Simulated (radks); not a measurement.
Question: The mean radii <r> (bohr) of the occupied orbitals of an atom or ion are listed with their occupations. Calculated with a radial shooting solver on a logarithmic mesh with Libxc functionals: Dirac Kohn-Sham, LDA (Slater exchange, VWN5 correlation), spin-unpolarised, spherical densities, point nucleus.

orbital  occ.      <r>
1s1/2       2  0.01900
2s1/2       2  0.07981
2p1/2       2  0.06614
2p3/2       4  0.07387
3s1/2       2   0.2084
3p1/2       2   0.1982
3p3/2       4   0.2126
3d3/2       4   0.1864
3d5/2       6   0.1908
4s1/2       2   0.4684
4p1/2       2   0.4747
4p3/2       4   0.5079
4d3/2       4   0.5287
4d5/2       6   0.5403
5s1/2       2    1.136
5p1/2       2    1.266
5p3/2       4    1.378
4f5/2       6   0.6708
4f7/2       8   0.6837
6s1/2       1    3.374
5d3/2       2    2.357
6p1/2       1    4.569

Name the element and its charge. Open shells, if any, fill j = l - 1/2 first.

Answer: Z = 72, hafnium, charge 0: Hf in [Xe] 4f14 5d2 6s1 6p1. The 1s radius gives Z: for a bare nucleus <r> = (2 gamma + 1)/(2Z) with gamma = sqrt(1 - (Z/c)^2), 0.01876 bohr for Z = 72, and screening makes it slightly larger (0.01900 here). The occupations add up to 72, and the charge is Z minus that.
